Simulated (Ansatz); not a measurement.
A nudged elastic band was laid between two geometries of CH₄Sb (6 atoms, charge -1, multiplicity 1).

These are results of Ansatz, RKS B3LYP/def2-TZVP, not measurements.

```json
{
 "movable images": "5",
 "climbing image": "yes",
 "spring": "5.0 eV/Å²",
 "optimiser": "quadratic models (default)",
 "start path": "IDPP",
 "force threshold": "0.03 eV/Å",
 "iteration limit": "60",
 "end points": "relaxed"
}
```

Initial state:

```xyz
6
Properties=species:S:1:pos:R:3
C 0.077 -1.133 0.290
Sb 0.761 0.812 -0.068
H -1.010 -1.241 0.209
H 0.567 -1.791 -0.439
H -0.303 1.723 -1.205
H -0.091 1.630 1.213
```

Final state:

```xyz
6
Properties=species:S:1:pos:R:3
C -0.011 -1.075 -0.468
Sb 0.769 0.806 0.014
H -1.052 -1.214 -0.158
H 0.622 -1.826 0.023
H -0.337 1.793 -0.900
H 0.009 1.516 1.488
```

(1) What changes between the two ends?

(2) What energy profile does the band end with?

(3) What is the geometry of the highest image?

(4) What are the harmonic wavenumbers there?

Results:

(1) No bond is made or broken. The height of C1 over the plane of its neighbours goes from 0.42 to -0.42 Å. The two ends are copies of one structure, up to a mirror image or an exchange of like atoms.

(2) The forces met the threshold. The highest image is number 3 of 0 to 6, 2.3 kcal/mol above the ends, which have the same energy within 2 meV. A vibrational analysis at the climbing image gives one clearly imaginary mode, 443i cm⁻¹: a first-order saddle point. Limits of this set-up: an anion without diffuse functions, the dipole of an ion depends on the origin.

```csv
image,path coordinate (Å),energy (kcal/mol),height of C1 over the plane of its neighbours (Å)
0,0.00,0.0,0.42
1,0.19,0.2,0.38
2,0.38,1.4,0.21
3,0.57,2.3,0.00
4,0.76,1.4,-0.21
5,0.96,0.2,-0.38
6,1.15,0.0,-0.42
```

(3) 
```xyz
6
Properties=species:S:1:pos:R:3
C -0.057 -1.063 -0.099
Sb 0.780 0.785 -0.012
H -1.111 -1.286 0.001
H 0.632 -1.882 -0.259
H -0.259 1.841 -1.004
H 0.015 1.605 1.373
```

(4) 443i, 349, 573, 641, 653, 806, 898, 1337, 1533, 1625, 3111, 3216 cm⁻¹.

Run time: 34 s on 2 threads of AMD EPYC 9R14 (Zen 4), on a shared host, peak memory 0.19 GiB.
